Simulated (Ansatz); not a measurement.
The same ligand exchange along the group F, Cl, Br, I.

Isolated molecules relaxed with PBE0-D4/def2-TZVP in Ansatz; ΔE leaves out vibrations. CCSD(T)/CBS adds triple-zeta CCSD(T) − MP2 to the extrapolated MP2 energy (def2 sets, frozen cores). This one scheme is used for every species. DFT in def2-TZVPP. def2 core potentials past Kr. For Br, I, Se outer-core shells are correlated without core-valence functions, which leaves a few kJ/mol of doubt a bond. Scalar relativity is left out up to krypton.

```tsv
reaction	r2SCAN-D4 (kJ/mol)	CCSD/CBS(def2) (kJ/mol)	CCSD(T)/CBS(def2) (kJ/mol)
`[F][AlH2]` + `[SiH3][SeH]` → `[AlH2][Se][SiH3]` + H–F	57	56	53
`[AlH2][Cl]` + `[SiH3][SeH]` → `[AlH2][Se][SiH3]` + HCl	36	36	33
`[AlH2][Br]` + `[SiH3][SeH]` → `[AlH2][Se][SiH3]` + HBr	35	37	34
`[AlH2][I]` + `[SiH3][SeH]` → `[AlH2][Se][SiH3]` + HI	24	27	25
```

Largest T1 diagnostic: 0.012, for `[F][AlH2]`.
